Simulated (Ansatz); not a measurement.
Reactions of `NC(=S)[SeH]`.

Isolated molecules relaxed with PBE0-D4/def2-TZVP in Ansatz; ΔE leaves out vibrations. CCSD(T)/CBS adds triple-zeta CCSD(T) − MP2 to the extrapolated MP2 energy (def2 sets, frozen cores). This one scheme is used for every species. Functionals use def2-TZVPP. For Ge, Se outer-core shells are correlated without core-valence functions, which leaves a few kJ/mol of doubt a bond. Scalar relativity is left out up to krypton. One conformer a species, not always the lowest.

```json
{"reaction": "`NC(=S)[SeH]` + `[OH][AlH2]` → `NC(=S)[O][AlH2]` + H₂Se", "ωB97M-V (eV)": "0.01", "B2PLYP (eV)": "0.10", "CCSD/CBS(def2) (eV)": "0.08"}
{"reaction": "`NC(=S)[SeH]` + `CNBCl` → `ClB[SeH]` + `CNC(N)=S`", "ωB97M-V (eV)": "0.25", "B2PLYP (eV)": "0.32", "CCSD/CBS(def2) (eV)": "0.25"}
{"reaction": "`NC(=S)[SeH]` + CH₃NH₂ → `CNC(N)=S` + H₂Se", "ωB97M-V (eV)": "-0.55", "B2PLYP (eV)": "-0.46", "CCSD/CBS(def2) (eV)": "-0.50"}
{"reaction": "`NC(=S)[SeH]` + `[F][Ge]([F])([F])[SiH3]` → `[F][Ge]([F])([F])[SeH]` + `NC([SiH3])=S`", "ωB97M-V (eV)": "-0.59", "B2PLYP (eV)": "-0.55", "CCSD/CBS(def2) (eV)": "-0.58"}
```

Problem. Give the CCSD(T)/CBS values in the same order. (Estimate.)

Solution. The calculation gave: 0.13, 0.28, -0.45, -0.56 eV.

Largest T1 diagnostic: 0.018, for `NC([SiH3])=S`.
